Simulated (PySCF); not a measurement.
## Polarisability and C₆ of Zr³⁺ (zirconium, charge +3)

[Kr] 4d1, 2D determinant. Computed with PySCF 2.14 in dyall-av2z (22s15p11d2f, 136 functions), with no relativity, point nucleus. Coupled (time-dependent) response in atomic units; α is the mean over directions. A double-zeta set is small for polarisabilities.

```json
{"method": "PBE0", "mean α (bohr³)": "5.331", "α xx, yy, zz": "5.910, 5.910, 4.171", "C₆ (like pair)": "22.06", "S(−4)": "10.09"}
```

S(−4) is the Cauchy moment in α(ω) = α(0) + S(−4) ω² + …

Spin-orbit coupling is absent.

α(iu) at PBE0:

```
u (hartree)  α(iu) (bohr³)
          0          5.331
     0.0500          5.306
      0.100          5.234
      0.200          4.990
      0.300          4.678
      0.500          4.043
      0.750          3.346
       1.00          2.766
       1.50          1.909
       2.00          1.354
       3.00         0.7554
       5.00         0.3255
```

For an ion, C₆ is the dispersion term alone; charge-induced terms of lower order in 1/R come first.

The components differ because the open shell of this determinant is not spherical; for a pure term their mean is the scalar polarisability.

A non-relativistic calculation at this Z misses sizeable relativistic shifts.
